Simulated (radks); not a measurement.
Values are calculated unless marked as measured or tabulated.
Species: Tl3+. Configuration: [Kr] 4d10 4f14 5s2 5p5 5d10 6d1 (not the ground configuration). Level of theory: scalar-relativistic Kohn-Sham, PBEsol, spin-polarised, spherical densities, finite nucleus; open shells are filled with parallel spins first (spin-orbit coupling, left out, can overturn this in heavy ions); Fermi nuclear charge, rms radius 5.4759 fm (a radial shooting solver on a logarithmic mesh with Libxc functionals).

Normalised radial functions P(r) = r R(r), r in bohr:

r,6d up
0.00116,0.0000
0.00135,0.0000
0.001584,0.0000
0.001845,0.0000
0.002165,0.0000
0.00252,0.0000
0.002957,0.0001
0.003443,0.0001
0.00404,0.0001
0.004703,0.0002
0.005519,0.0003
0.006425,0.0005
0.00754,0.0008
0.008778,0.0012
0.0103,0.0018
0.01199,0.0026
0.01407,0.0039
0.01638,0.0057
0.01923,0.0083
0.02238,0.0119
0.02627,0.0171
0.03058,0.0237
0.03588,0.0329
0.04177,0.0438
0.04902,0.0577
0.05707,0.0727
0.06697,0.0892
0.07796,0.1033
0.09149,0.1133
0.1065,0.1144
0.125,0.1022
0.1455,0.0749
0.1708,0.0292
0.1988,-0.0268
0.2333,-0.0895
0.2716,-0.1397
0.3187,-0.1671
0.371,-0.1573
0.4354,-0.1048
0.5069,-0.0207
0.5948,0.0878
0.6925,0.1880
0.8126,0.2660
0.946,0.2945
1.11,0.2651
1.292,0.1805
1.517,0.0417
1.766,-0.1202
2.072,-0.2981
2.412,-0.4490
2.831,-0.5640
3.295,-0.6128
3.867,-0.5808
4.502,-0.4773
5.283,-0.3318
6.15,-0.2015
7.217,-0.0990
8.402,-0.0409
9.86,-0.0125
11.48,-0.0031

6d up: eigenvalue -16.870 eV, 3 radial nodes at r = 0.185, 0.523, 1.58 bohr, <r> = 3.66 bohr, 90 % of the charge inside 5.21 bohr.
